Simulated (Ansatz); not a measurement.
Input for Ansatz (development build ahead of 0.2.0):

```yaml
crystal:
  periodic: [false, false, false]
  atoms:
    - { symbol: Co, position_ang: [0.0, 0.0, 0.0] }
    - { symbol: Cl, position_ang: [1.31636, 1.31636, 1.31636] }
    - { symbol: Cl, position_ang: [1.31636, -1.31636, -1.31636] }
    - { symbol: Cl, position_ang: [-1.31636, 1.31636, -1.31636] }
    - { symbol: Cl, position_ang: [-1.31636, -1.31636, 1.31636] }
basis:
  gaussian: { orbitals: pcseg-2 }
total_charge: -2
magnetization:
  spin_polarized: true
  initial_magnetization: 3
hamiltonian:
  xc: pbe0
```

The input is written out in the form of the current development build from the run's settings.

Results

| Item | Value |
| --- | --- |
| Converged | yes |
| Total energy | -3223.12633 hartree |
| Spin squared of the determinant | 3.756 |
| Stability test | minimum |

Caution: no diffuse functions for an anion; other spin multiplicities were not run.
